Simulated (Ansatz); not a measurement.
Conformers of C$_{2}$H$_{8}$GeO$_{3}$, SMILES `C[O][Ge]([CH3])([OH])[OH]`, each relaxed with PBE0-D4/def2-TZVP in Ansatz. CBS adds the triple-zeta coupled-cluster correction to the MP2 limit.

Outer-core shells of Ge are correlated without core-valence functions. Scalar relativity is left out up to krypton. Spin–orbit coupling is left out.

Not all of them had a frequency check.

Conformer A:

Z-matrix (Å, degrees):
```
C
O 1 1.409
H 1 1.092 2 108.1
H 1 1.096 2 112.0 3 119.3
H 1 1.098 2 111.9 3 -118.7
Ge 2 1.775 1 120.2 3 -173.6
O 6 1.766 2 101.9 1 172.6
C 6 1.924 2 114.7 1 -64.3
O 6 1.770 2 109.9 1 56.2
H 7 0.961 6 110.4 2 -2.6
H 8 1.090 6 109.2 2 -170.3
H 8 1.090 6 109.9 2 70.3
H 8 1.090 6 110.0 2 -50.4
H 9 0.960 6 112.3 2 72.3
```

Conformer B:

Z-matrix (Å, degrees):
```
C
O 1 1.410
H 1 1.092 2 108.0
H 1 1.097 2 112.1 3 -119.1
H 1 1.096 2 111.7 3 119.1
Ge 2 1.770 1 120.0 3 -179.3
O 6 1.766 2 111.1 1 45.8
C 6 1.921 2 107.2 1 167.6
O 6 1.778 2 108.5 1 -66.6
H 7 0.961 6 111.1 2 -98.6
H 8 1.090 6 109.3 2 -69.5
H 8 1.090 6 109.9 2 50.1
H 8 1.090 6 109.8 2 170.7
H 9 0.960 6 112.7 2 -38.0
```

**Question.** Which is lowest in electronic energy at CCSD(T)/CBS (frozen core, def2 sets), and by how much? (An estimate is asked.)

**Answer.** Computed: B; A lies 0.9 kJ/mol higher. Gaps under about 2 kJ/mol don't settle the order.

**Question.** Give the energies relative to B (kJ/mol) with ωB97X-V/def2-TZVPP, B2PLYP/def2-TZVPP, PBE/def2-TZVPP, r2SCAN/def2-TZVPP, PBE0/def2-TZVPP, HF/def2-TZVPP, SCS-MP2/def2-QZVPP. (Best estimate.)

**Answer.** Computed: 
```json
{"level": "ωB97X-V/def2-TZVPP", "A": "0.7"}
{"level": "B2PLYP/def2-TZVPP", "A": "0.6"}
{"level": "PBE/def2-TZVPP", "A": "0.7"}
{"level": "r2SCAN/def2-TZVPP", "A": "0.8"}
{"level": "PBE0/def2-TZVPP", "A": "0.5"}
{"level": "HF/def2-TZVPP", "A": "0.1"}
{"level": "SCS-MP2/def2-QZVPP", "A": "0.7"}
```
